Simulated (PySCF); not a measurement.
GeH4O4. Atoms are numbered in the order given.

```xyz
9

O     -1.0727     1.0337     0.9308
Ge     0.0000     0.0000     0.0000
O      1.0727    -1.0337     0.9308
O     -1.0337    -1.0727    -0.9308
O      1.0337     1.0727    -0.9308
H     -1.8984     0.5903     1.1602
H      1.8984    -0.5903     1.1602
H     -0.5903    -1.8984    -1.1602
H      0.5903     1.8984    -1.1602
```
Charge 0, spin multiplicity 1.

Coordinates come from a ωB97X-D3(BJ)/def2-SVP optimisation. The isomer is the one that the SMILES or the coordinates give; other isomers of the formula were not compared. One conformer was computed; it need not be the lowest.

Method: ωB97X-D3(BJ)/def2-SVP (PySCF).

Frequencies are harmonic and unscaled.

Modes within 1.5 cm⁻¹ of each other (mostly degenerate sets) share a row, with their intensities summed.

Computed normal modes with their intensities:
```tsv
mode	ν (cm⁻¹)	IR (km/mol)	Raman (Å⁴/amu)	depolarisation	moving atoms (share of kinetic energy)
1	155	131.6	1.4	0.75	O 57 %, H 42 %
2	171	0.0	2.9	0.75	H 66 %, O 34 %
3–4	223	5.9	2.0	0.75	H 61 %, O 28 %, Ge 10 %
5	231	0.0	0.1	0.09	O 67 %, H 33 %
6	271	8.8	2.3	0.75	O 60 %, Ge 23 %, H 17 %
7–8	285	183.3	3.2	0.75	O 45 %, H 43 %, Ge 12 %
9	343	245.4	0.1	0.75	H 54 %, O 43 %
10	720	0.0	17.1	0.00	O 98 %
11	762	135.8	1.7	0.75	O 77 %, Ge 21 %
12–13	777	263.6	4.9	0.75	O 76 %, Ge 22 %
14	883	0.0	0.2	0.04	H 94 %
15	904	93.7	3.9	0.75	H 89 %, O 11 %
16–17	918	347.4	2.3	0.75	H 86 %, O 10 %
18–20	3905	380.8	137.5	0.75	H 94 %
21	3908	0.0	165.2	0.03	H 94 %
```
